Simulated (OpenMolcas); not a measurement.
**Levels of Rh⁺ by method**

```
Program             : OpenMolcas
Basis               : ANO-R2 [7s5p4d2f1g]
Scalar Hamiltonian  : X2C, finite nucleus
Active space        : 8 electrons in 6 orbitals (4d 5s)
State averaging     : 2S+1 = 3 even, 55 roots; 2S+1 = 5 even, 10 roots kept (CI in the orbitals of an earlier block); 2S+1 = 1 even, 43 roots kept (CI in the orbitals of an earlier block)
Spin-orbit coupling : RASSI with atomic mean-field integrals over the reference wave functions, term energies averaged over their components
```

Methods on the same reference wave functions:
A. CASSCF
B. SS-CASPT2, IPEA 0.25 Eh, imaginary shift 0.1 Eh (closed shells correlated: 4s 4p)
C. MS-CASPT2, IPEA 0.25 Eh, imaginary shift 0.1 Eh (closed shells correlated: 4s 4p)

Energies in cm-1 above 4d8 3F4, the measured ground level; measured values from NIST Handbook of Basic Atomic Spectroscopic Data.

```tsv
Level	A	B	C	Measured
4d8 3F4	0.0	0.0	0.0	0.0
4d8 3F3	2491	2500	2530	2401
4d8 3F2	3881	3680	3640	3581
4d7 5s 5F5	6705	14230	14270	16885
4d7 5s 5F4	8286	15820	15840	18540
4d7 5s 5F3	9495	17010	17050	19792
4d7 5s 5F2	10341	17850	17890	20647
4d8 3P2 [54 %]	10868	7990	7440	
4d7 5s 5F1	10878	18380	18410	21180
4d8 3P1	13579	10390	9700	10515
4d8 3P0	13962	10680	9960	10761
4d8 1D2 [53 %]	14232	11370	11020	
4d7 5s 3F4(1) [70 %]	17445	22680	22680	25377
4d8 1G4 [72 %]	18625	15190	14300	14855
4d7 5s 3F3(1)	19855	24730	24770	27439
4d7 5s 5P3	21266	25690	25730	
4d7 5s 5P1	22625	26930	26940	
4d7 5s 3G5	24331	29720	29760	
4d7 5s 3G4	25236	30520	30570	
4d7 5s 3G3	26335	31730	31770	
4d7 5s 3H6	29204	34160	34200	
4d7 5s 3P2(1) [64 %]	29638	32180	32560	
4d7 5s 3H5	30140	35050	35090	
4d7 5s 3D3	30977	35080	35120
```

Deviations, from unrounded energies. A percentage is the sum of absolute deviations over the sum of measured energies, with the sign that they share, or ± where signs differ.

```csv
Against measurement,Levels,A,B,C
mean absolute deviation (cm-1),12,6400,1700,1800
fine structure of the ground term (%),2,+6.5,+3.4,+3.1
other terms of the ground configuration (%),3,+27.8,±1.5,-6.0
other configurations (%),7,-44.6,-12.8,-12.6
```

B lies closest to measurement on these levels and A furthest from it. The largest miss of B in the table is 4d7 5s 5F1, by -2800 cm-1. The ranking rests on the paired levels alone, and a cruder setting can come out closer through cancelling errors.

Between B and C the level of the table that moves most is 4d8 1G4 [72 %], by 890 cm-1 (lowest in C, highest in B). Moves below CASPT2's spread within the term are not significant.

The mean deviations of B to C differ by less than CASPT2's widest spread within a term (1100 cm-1), so their order carries little weight.

From A to B the spin-free energies of the other terms of 4d8 shown, above 3F, scale by factors of 0.71 to 0.81, as is usual when dynamic correlation screens the repulsion within a d or f shell.

The lowest spin-free term lies below A's lowest term by 0.552 hartree in B, 0.552 hartree in C.

CASPT2 breaks the degeneracy within a term, and the mean is taken; among the terms shown or strongly mixed into the levels shown the widest spread is 1100 cm-1 (4d7 5s 5F, C). Terms from blocks run as CI alone lack orbitals of their own. A single d shell beside an s shell can misplace configurations of different d count against each other. Without dynamic correlation excited terms often stand tens of per cent too high (terms of higher spin than the ground term too low), and those without a measured partner can miss by more than the paired ones (holds for A). Some levels mix across a computed gap that differs much from the measured one, so their mixing is not that of the real levels (holds for A). Measured partners are found by configuration, term and J. A level has none where our copy of the source lacks it or the pairing is in doubt (some pairs that miss far off the trend of their configuration count as doubtful), and it then counts in no deviation. Only configurations of the active space appear. Levels that lie high or do not pair safely by name in every column are left out.

A share in square brackets marks a mixed level and gives the weight of the term that names it, the lowest over the columns. A number in round brackets counts repeated terms of one configuration in the order of the reference energies.
